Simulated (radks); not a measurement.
The numbers below are computed, except where a source is named.
Ionisation of the iridium ion Ir2+, [Xe] 4f14 5d7, to [Xe] 4f14 5d6 as the strength of local exchange is varied. Code: a radial shooting solver on a logarithmic mesh with Libxc functionals. Model: Dirac Kohn-Sham, Slater X-alpha exchange (alpha = 2/3 is LDA exchange), no correlation, spin-unpolarised, spherical densities, point nucleus; open shells fill j = l - 1/2 first.

alpha  E(Ir2+) (hartree)  exchange (hartree)  IE (eV)  -e of the level emptied (eV)  <r> of it (bohr)
0.628        -17819.8922           -310.7342   27.942                21.974 (5d5/2)             1.681
0.649        -17830.2862           -321.3234   28.299                22.301 (5d5/2)             1.673
0.657        -17834.2475           -325.3607   28.436                22.427 (5d5/2)             1.670
0.667        -17839.2004           -330.4100   28.607                22.584 (5d5/2)             1.666
0.936        -17972.9802           -467.3228   33.472                27.083 (5d5/2)             1.574
0.982        -17995.9623           -490.9451   34.351                27.903 (5d5/2)             1.559

NIST Atomic Spectra Database: 28 +/- 1.6 eV (theoretical). The Delta-SCF value meets it near alpha = 0.63. Spin polarisation and multiplet splitting are left out, so open shells lie too high by an amount that depends on their filling.

Beside tabulated values, note that spin-unpolarised runs miss the spin-polarisation part of the exchange energy of open shells.
